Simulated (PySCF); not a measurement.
# Frontier orbitals and the lowest excitations

Compound: C4H8F2Si.
Geometry (GFN2-xTB, Å), atoms numbered from 1 in this order:
```
atom  x, y, z in Å
C1     1.9456    0.1599   -0.8514
C2     0.7056   -0.6137   -0.5811
F3     0.7750   -1.8677   -1.1226
C4    -0.3832   -0.2519    0.0840
Si5   -0.6026    1.4400    0.9022
C6    -1.5264   -1.2141    0.2178
F7    -2.7285   -0.5446    0.2109
H8     2.8015   -0.3510   -0.4095
H9     1.8712    1.1633   -0.4483
H10    2.1115    0.2122   -1.9277
H11   -1.7430    1.3750    1.8082
H12    0.6111    1.7424    1.6701
H13   -0.8017    2.4438   -0.1447
H14   -1.4776   -1.7496    1.1744
H15   -1.5631   -1.9360   -0.6044
```

The calculation used PySCF 2.14.0, density-fitted response routines, TDDFT B3LYP/def2-SVPD, vertical, gas phase, core orbitals frozen in the response.

Kohn–Sham orbitals with the atoms that hold most of them (Löwdin shares over 4%, at most four atoms; ? is withheld):

```json
{"orbital": "LUMO+2", "ε (eV)": "0.53", "atoms": "Si5 44%, H13 13%, H12 11%, H11 10%"}
{"orbital": "LUMO+1", "ε (eV)": "0.11", "atoms": "Si5 24%, C1 11%, C2 11%, C6 8%"}
{"orbital": "LUMO", "ε (eV)": "?", "atoms": "?"}
{"orbital": "HOMO", "ε (eV)": "-7.26", "atoms": "C4 32%, C2 27%, F3 10%, C6 6%"}
{"orbital": "HOMO-1", "ε (eV)": "-9.13", "atoms": "?"}
{"orbital": "HOMO-2", "ε (eV)": "-9.53", "atoms": "Si5 29%, H11 18%, H12 17%, F7 15%"}
{"orbital": "HOMO-3", "ε (eV)": "-9.77", "atoms": "F7 28%, Si5 18%, C6 12%, H11 12%"}
```

Q: Give the leading atoms of the LUMO.

A: C2 (bonded to 2 C and F) 29%; C4 (bonded to 2 C and Si) 24%; Si5 (bonded to C and 3 H) 12%; F3 (bonded to C) 6%. By element: carbon 53% or more, silicon 12%, fluorine 6% or more.

Q: Give the leading atoms of the HOMO-1.

A: C4 (bonded to 2 C and Si) 26%; C6 (bonded to C, F and 2 H) 17%; Si5 (bonded to C and 3 H) 17%; F7 (bonded to C) 14%. By element: carbon 43% or more, silicon 17%, fluorine 14% or more.

Q: What is the LUMO energy, and the HOMO–LUMO gap?

A: ε(LUMO) = -0.58 eV; the gap is 6.67 eV (0.2453 hartree).

Q: The HOMO–LUMO gap is 6.67 eV. Where does the response calculation put the lowest singlet, and from which orbitals?

A: S1 is at 6.40 eV (f = 0.054), 0.28 eV below the gap, made of HOMO→LUMO+1 (70%), HOMO→LUMO (24%). Its leading pair isn't HOMO and LUMO; the energies of that pair differ by 7.37 eV. 

Q: Give energy, strength and leading configuration of S5 and S8, and follow the Löwdin shares of the leading atoms from the occupied to the empty orbital.

A: 
- S5 (7.31 eV, f 0.0036), HOMO-1→LUMO (92%): C4 26% → 24%, C6 17% → at most 7%, C2 at most 14% → 29%
- S8 (7.91 eV, f 0.0086), HOMO-2→LUMO (82%): Si5 29% → 12%, H11 18% → at most 7%, C2 at most 15% → 29%, C4 at most 15% → 24%

Löwdin shares depend on the basis, the more so with diffuse functions.

Hardware: Arm Neoverse V1, one thread (shared host). Cost: 45 s of wall time, 0.83 GiB resident at most.

One conformer stands for the species.
